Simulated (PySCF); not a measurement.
# Spin states of SeCl⁺

Unrestricted PBE0; basis Se x2c-SVPall, Cl x2c-SVPall; spin-free X2C with a Gaussian nucleus; PySCF 2.14. Outer shells of the fragments: Se+ 3d10 4s2 4p3; Cl 3s2 3p5.

Followed along the bond (rough minima from three points):

```
2Ms+1    unpaired  ⟨S²⟩ at the start  R at minimum (Å)  Te (eV)
    3        π ↑↑               2.01              2.06     0.00
    1        π ↑↓               1.01              2.05     0.33
    1        none               0.00              2.05     1.32
    5  σ ↑, π ↑↑↑               6.00  none in the scan   ≤ 3.30
```

Solutions found at the starting distance of 2.185 Å, counted from the lowest of them; the search is not exhaustive and high or unbound solutions are not listed, so other states can lie among these:

| 2Ms+1 | unpaired | term | E (eV) | ⟨S²⟩ | ⟨Lz²⟩ | μ (D) |
| --- | --- | --- | --- | --- | --- | --- |
| 3 | π ↑↑ | ³Σ⁻ | 0.00 | 2.01 | 0.00 | -1.02 |
| 1 | π ↑↓ | mixed | 0.34 | 1.01 | 2.01 | -0.86 |
| 1 | none | mixed | 1.34 | 0.00 | 2.00 | -0.48 |
| 3 | π ↑↑ | mixed | 3.20 | 2.01 | 2.01 | 2.22 |
| 3 | σ ↑, π ↑ | mixed | 3.33 | 2.33 | 1.01 | -0.26 |
| 1 | σ ↓, π ↑ | mixed | 3.69 | 1.23 | 1.01 | -0.25 |
| 5 | σ ↑, π ↑↑↑ | ⁵Π | 4.19 | 6.00 | 1.00 | 1.28 |
| 3 | σ ↑, π ↑ | ³Π | 4.66 | 2.01 | 1.00 | 0.66 |
| 1 | σ ↓, π ↑ | mixed | 4.91 | 1.01 | 1.00 | 0.67 |
| 3 | σ ↑, π ↑↑↓ | mixed | 4.96 | 3.01 | 3.02 | 1.39 |
| 5 | σ ↑↑, π ↑↑ | ⁵Σ⁻ | 5.35 | 6.00 | 0.00 | -0.06 |
| 1 | σ ↓↓, π ↑↑ | mixed | 6.51 | 2.01 | 0.00 | 0.09 |
| 5 | σ ↑↑, π ↑↑ | mixed | 9.58 | 6.00 | 2.01 | 4.82 |

A term symbol is given only where ⟨S²⟩ and ⟨Lz²⟩ are close to those of a pure state; real π, δ and φ orbitals otherwise mix terms. A positive dipole points towards Cl; it is taken about the centre of mass and depends on that origin.

Spin–orbit coupling is left out. Counting both spins, an empty level lies below a filled one in some of these solutions, because spin and occupation are held.
